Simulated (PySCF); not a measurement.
Se(F)(Et) (C2H5FSe), SMILES C(C)[Se]F. Geometry: PBE0-D3(BJ)/def2-SVP. This is a generated structure with no PubChem entry under its InChIKey; it may be hypothetical. The values are those of a single conformer.

All values below come from PBE0-D3(BJ)/def2-SVP (PySCF).

Harmonic wavenumbers (cm⁻¹): 89, 181, 269, 316, 583, 666, 737, 970, 1014, 1083, 1241, 1269, 1386, 1426, 1457, 1476, 3060, 3068, 3139, 3156, 3175. Rotational constants (GHz): 7.655, 3.450, 2.625; symmetry number 1.

Work out the zero-point energy and the ideal-gas rigid-rotor harmonic-oscillator thermochemistry at 298.15 K and 1 atm.

ZPE = ½ Σ hcν = ½ × 29761 cm⁻¹ = 42.55 kcal/mol. H − E(el) = 46.65 kcal/mol. Entropy in cal/(mol K): translation 40.43, rotation 25.94, vibration 10.41, total 76.78. G − E(el) = 23.75 kcal/mol. Cp = 19.66 cal/(mol K). Modes under 150 cm⁻¹ make the vibrational entropy uncertain.
